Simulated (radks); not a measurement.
Coulomb parameter of the 4f shell of the erbium ion Er2+ in the model configuration [Xe] 4f10 6p2, as a second difference U = [E(n + 0.5) + E(n - 0.5) - 2 E(n)] / (0.5)^2 with all orbitals relaxed. "Bare": the charge of the atom changes with n. "Screened": the 6p shell takes up the change at fixed total charge, which measures U(4f,4f) + U(6p,6p) - 2 U(4f,6p). All-electron calculation, Dirac Kohn-Sham, PBE, spin-unpolarised, spherical densities, point nucleus; open shells are shared between the two j in proportion to 2j + 1. Program: a radial shooting solver on a logarithmic mesh with Libxc functionals.

| case | configuration | E - E(n) (eV) |
|---|---|---|
| start | [Xe] 4f10 6p2 | 0.000 |
| bare +0.5 | [Xe] 4f10.5 6p2 | -17.244 |
| bare -0.5 | [Xe] 4f9.5 6p2 | 22.182 |
| screened +0.5 | [Xe] 4f10.5 6p1.5 | -11.047 |
| screened -0.5 | [Xe] 4f9.5 6p2.5 | 13.638 |

U(bare) = 19.752 eV, U(screened by 6p) = 10.363 eV.
